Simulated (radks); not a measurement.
All-electron atom: Cd IV in [Kr] 4d9. All-electron calculation, scalar-relativistic Kohn-Sham, PBE, spin-unpolarised, spherical densities, finite nucleus; Fermi nuclear charge, rms radius 4.6087 fm. Program: a radial shooting solver on a logarithmic mesh with Libxc functionals.

Radial electron density D(r) = 4 pi r^2 rho(r):

r (bohr)  D(r) (e/bohr)
0.002624          7.016
0.002982          8.615
0.003417          10.66
0.003883          12.95
0.004449          15.83
0.005056          18.97
0.005793          22.80
0.006584          26.87
0.007483          31.33
0.008573          36.41
0.009744          41.39
0.01116           46.66
0.01269           51.35
0.01454           55.71
0.01652           58.90
0.01878           60.94
0.02151           61.63
0.02445           60.90
0.02801           58.91
0.03184           56.46
0.03648           54.09
0.04146           53.02
0.04712           53.87
0.05398           57.32
0.06135           62.69
0.07029           69.48
0.07989           75.10
0.09153           78.17
0.104             77.01
0.1182            71.91
0.1355            63.94
0.154             56.91
0.1764            53.01
0.2005            53.97
0.2297            58.50
0.261             62.59
0.2967            62.77
0.3399            56.55
0.3863            45.70
0.4426            32.77
0.503             23.27
0.5763            18.37
0.655             18.08
0.7444            19.56
0.8529            20.32
0.9694            18.96
1.111             15.55
1.262             11.55
1.446             7.566
1.644             4.632
1.868             2.600
2.14              1.275
2.432            0.5874
2.787            0.2255
3.167           0.07839
3.629           0.02087
4.124          0.004809

D(r) has 4 maxima, at r = 0.0213, 0.0945, 0.281, 0.839 bohr, and minima at 0.0421, 0.182, 0.619 bohr, inside which lie 2.01, 11.12, 29.00 electrons.
